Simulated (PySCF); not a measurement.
Species: Ta(NMe)(OH)3, CH₆NO₃Ta (singlet state).
Cartesian coordinates in Å at the PBE0-D3(BJ)/def2-SVP level; atoms count from 1:
```
atom  x, y, z in Å
Ta1    0.0355    0.0063   -0.9998
N2     0.0125   -0.0098    0.7708
C3     0.0363   -0.0101    2.1868
H4     0.6816   -0.8151    2.5824
H5     0.4279    0.9428    2.5868
H6    -0.9717   -0.1570    2.6164
O7     1.8635    0.3640   -1.5104
H8     2.2220    0.4385   -2.3995
O9    -1.1525    1.3626   -1.6494
H10   -1.7177    2.0193   -1.2364
O11   -0.5424   -1.6974   -1.6592
H12   -0.7795   -2.5266   -1.2375
```

The calculation used PBE0-D3(BJ)/def2-SVP geometry optimisation, gas phase, def2 core potentials past Kr in PySCF.

Task: Which atoms are bound to Ta1, and at what distances?

Result: 4 atoms: N2 1.771 Å, O11 1.916 Å, O9 1.917 Å, O7 1.931 Å. The nearest atom not counted as bound is H8, at 2.63 Å.

Task: List the angles at Ta1.

Result: 
```tsv
angle	degrees	distance of the outer atoms (Å)
O7–Ta1–O9	111.5	3.18
O7–Ta1–O11	111.1	3.17
N2–Ta1–O9	109.7	3.02
N2–Ta1–O11	109.4	3.01
O9–Ta1–O11	109.0	3.12
N2–Ta1–O7	106.2	2.96
```

Task: What is the shape at Ta1?

Result: Tetrahedral: angles from 106.2° to 111.5°; τ4 = (360° − α − β)/141° = 0.97 with α and β the two widest (0 for a square, 1 for a tetrahedron). The Ta–O distances aren't all alike: 1.916 to 1.931 Å.

Task: What are the other bond lengths?

Result: N2–C3 1.416 Å; C3–H4, C3–H5, C3–H6 1.105 Å; O7–H8, O9–H10, O11–H12 0.960 Å.

Task: Give some angles away from the centre.

Result: Ta1–N2–C3 178.2°.

Point group: near Cs, missed by 0.11 Å at most; the miss may be what the optimiser left on a soft mode. Charge 0, singlet. No frequency check.

Time: 84 s wall; peak memory 0.55 GiB. Hardware: an Intel Xeon Platinum 8488C with one thread, shared host with 96 logical CPUs at a one-minute load of 32. These figures are those of the optimisation.
